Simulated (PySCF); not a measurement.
**Mayer bond orders and bond lengths**

C₆H₃ClN (charge -1).
Atom-mapped SMILES: `[N:1]#[C:2][c:3]1[cH:4][cH:5][cH:6][c-:7]1[Cl:8]` (hydrogens: H9 on C4; H10 on C5; H11 on C6)

Structure used (GFN2-xTB), in Å, numbered top down from 1:
```
atom  x, y, z in Å
N1     3.255   -0.774    0.303
C2     2.133   -0.504    0.198
C3     0.789   -0.214    0.074
C4    -0.269   -1.154    0.044
C5    -1.457   -0.467   -0.091
C6    -1.183    0.911   -0.150
C7     0.183    1.055   -0.049
Cl8    1.039    2.570   -0.072
H9    -0.142   -2.222    0.117
H10   -2.442   -0.907   -0.145
H11   -1.901    1.708   -0.254
```

Bond orders from the PBE0/pcSseg-1 density (PySCF). Isolated species at its GFN2-xTB geometry, gas phase. The pcSseg-1 basis has no diffuse functions, a weakness for an anion.

(1) Where do the orders between heavy atoms depart from those drawn in the SMILES?

(2) Give the Mayer order of every bond between heavy atoms, beside its length.

## Answers

(1) The largest departure is 0.253, at C7–C3 (drawn aromatic, 1.247), counting aromatic bonds as 1.5. The bonds drawn aromatic range from 1.25 to 1.50.

(2) 
| bond | drawn as | length (Å) | Mayer order |
| --- | --- | --- | --- |
| N1–C2 | triple | 1.159 | 3.010 |
| C2–C3 | single | 1.381 | 1.095 |
| C3–C4 | aromatic | 1.416 | 1.280 |
| C4–C5 | aromatic | 1.379 | 1.500 |
| C5–C6 | aromatic | 1.406 | 1.320 |
| C6–C7 | aromatic | 1.378 | 1.442 |
| C7–Cl8 | single | 1.741 | 0.978 |
| C7–C3 | aromatic | 1.411 | 1.247 |

Bonds between the same two heavy elements. C–C: lowest C2–C3 (1.095, 1.381 Å), highest C4–C5 (1.500, 1.379 Å); in 4 of the 15 pairs the longer bond (by over 0.003 Å) has the higher order (by 0.02 or more).

And the bonds to hydrogen?

C–H: 0.98 to 0.99 (3 bonds).

Sum the orders of all bonds at each heavy atom with more than one neighbour and set the sums beside the valence in the SMILES.

C2 4.105 (drawn 4), C3 3.622 (drawn 4), C4 3.775 (drawn 4), C5 3.802 (drawn 4), C6 3.748 (drawn 4), C7 3.667 (drawn 3). Orders between atoms that aren't bonded are not in these sums.

For a closed shell the Mayer order of atoms A and B is Σ (PS)μν (PS)νμ over the basis functions μ on A and ν on B, with P the density and S the overlap matrix.

These values come from a run that also computed NMR shieldings. Rough CPU time on one thread of a shared machine: about 50 s.
